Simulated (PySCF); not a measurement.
BeO, SMILES [Be]=[O].

Geometry optimised at B3LYP-D3(BJ)/def2-TZVPD.

These are TDA-PBE0/def2-TZVPD run with PySCF values and carry that method's errors.

Vertical excitations; the highest root listed may be one member of a degenerate set.  State labels are in the subgroup C2v.

```
state  symmetry  energy (eV)  λ (nm)      f                                   main pairs
-----  --------  -----------  ------  -----  -------------------------------------------
S1           B1         1.70     729  0.016                 HOMO−1→LUMO (degenerate set)
S2           B2         1.70     729  0.016                   HOMO→LUMO (degenerate set)
S3           A1         3.05     407  0.026                             HOMO−2→LUMO 94 %
S4           A2         5.71     217  0.000         HOMO→LUMO+1 47 %, HOMO−1→LUMO+2 47 %
S5           A1         5.76     215  0.000  HOMO→LUMO+2, HOMO−1→LUMO+1 (degenerate set)
S6           A2         5.76     215  0.000  HOMO−1→LUMO+2, HOMO→LUMO+1 (degenerate set)
S7           B1         6.87     181  0.037               HOMO−2→LUMO+1 (degenerate set)
S8           B2         6.87     181  0.037               HOMO−2→LUMO+2 (degenerate set)
S9           B1         7.14     174  0.003               HOMO−1→LUMO+3 (degenerate set)
S10          B2         7.14     174  0.003                 HOMO→LUMO+3 (degenerate set)
T1           B2         1.30     952      0                   HOMO→LUMO (degenerate set)
T2           B1         1.30     952      0                 HOMO−1→LUMO (degenerate set)
T3           A1         2.25     551      0                             HOMO−2→LUMO 97 %
T4           A1         4.81     258      0         HOMO→LUMO+2 42 %, HOMO−1→LUMO+1 42 %
```
Triplets are in the Tamm–Dancoff approximation.
